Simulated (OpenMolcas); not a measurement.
# Nb³⁺: effect of the IPEA shift

```yaml
Program: OpenMolcas
Basis: ANO-RCC-VTZP [7s6p4d2f1g]
Scalar_Hamiltonian: DKH2, point nucleus
Active_space: 2 electrons in 5 orbitals (4d)
State_averaging: 2S+1 = 3 even, 10 roots; 2S+1 = 1 even, 15 roots kept (CI in the orbitals of an earlier block)
Spin-orbit_coupling: RASSI with atomic mean-field integrals over the reference wave functions, term energies averaged over their components
```

Methods on the same reference wave functions:
A. CASSCF
B. SS-CASPT2, IPEA 0 Eh, imaginary shift 0.1 Eh (closed shells correlated: 4s 4p)
C. SS-CASPT2, IPEA 0.25 Eh, imaginary shift 0.1 Eh (closed shells correlated: 4s 4p)

Energies in cm⁻¹ above 4d² ³F₂.

```csv
Level,A,B,C
4d² ³F₂,0.0,0.0,0.0
4d² ³F₃,1059,1093,1092
4d² ³F₄,2321,2350,2350
4d² ¹D₂,10936,7970,8040
4d² ³P₀,12025,9830,10180
4d² ³P₁,12440,10270,10620
4d² ³P₂,13491,11210,11540
4d² ¹G₄,16592,14460,14270
4d² ¹S₀,39431,31650,31730
```

Between B and C the level of the table that moves most is 4d² ³P₁, by 360 cm-1 (lowest in B, highest in C). Moves below CASPT2's spread within the term are not significant.

From A to B the spin-free energies of the other terms of 4d² shown, above ³F, scale by factors of 0.68 to 0.86.

The lowest spin-free term lies below A's lowest term by 0.258 hartree in B, 0.253 hartree in C.

CASPT2 breaks the degeneracy within a term, and the mean is taken; among the terms shown or strongly mixed into the levels shown the widest spread is 810 cm-1 (4d² ¹G, B). Terms from blocks run as CI alone lack orbitals of their own. Without dynamic correlation excited terms often stand tens of per cent too high (terms of higher spin than the ground term too low), and those without a measured partner can miss by more than the paired ones (holds for A). Only configurations of the active space appear.
